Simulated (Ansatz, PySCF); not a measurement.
Be2H2, SMILES [BeH][BeH]. Atoms are numbered in the order given.

```xyz
4

H      0.0000     2.3969     0.2235
Be     0.0000     1.0514     0.2235
Be     0.0000    -1.0514     0.2235
H      0.0000    -2.3969     0.2235
```

Coordinates come from a PBE0-D3(BJ)/def2-TZVPD optimisation.

Two levels are set side by side: PBE-D3(BJ)/def2-TZVPD (Ansatz, a first-principles code) and PBE0-D3(BJ)/def2-TZVPD (Ansatz). Each level has its own optimised geometry; the coordinates shown are those of the second. Frequencies come from the Hessian of PySCF at each geometry. Differences are taken from unrounded values.

```json
[
 {"quantity": "mean bond length (Å)", "PBE0-D3(BJ)": "1.598"},
 {"quantity": "bond Be2–Be3 (Å)", "PBE0-D3(BJ)": "2.103"},
 {"quantity": "bond H1–Be2 (Å)", "PBE0-D3(BJ)": "1.346"},
 {"quantity": "bond Be3–H4 (Å)", "PBE0-D3(BJ)": "1.346"},
 {"quantity": "highest harmonic wavenumber (cm⁻¹)", "PBE0-D3(BJ)": "2094"},
 {"quantity": "mean harmonic wavenumber (cm⁻¹)", "PBE0-D3(BJ)": "965"},
 {"quantity": "zero-point energy (kcal/mol)", "PBE0-D3(BJ)": "9.66"}
]
```

Problem. What does PBE-D3(BJ) give, and how far is it from PBE0-D3(BJ)? (An estimate is asked for; the answer gives what the named calculation found.)

Solution. 
```tsv
quantity	PBE-D3(BJ)	PBE-D3(BJ) minus PBE0-D3(BJ)
mean bond length (Å)	1.602	0.004
bond Be2–Be3 (Å)	2.104	0.001
bond H1–Be2 (Å)	1.351	0.005
bond Be3–H4 (Å)	1.351	0.005
highest harmonic wavenumber (cm⁻¹)	2055	-39
mean harmonic wavenumber (cm⁻¹)	948	-17
zero-point energy (kcal/mol)	9.49	-0.17
```

On these quantities the two levels nearly agree.
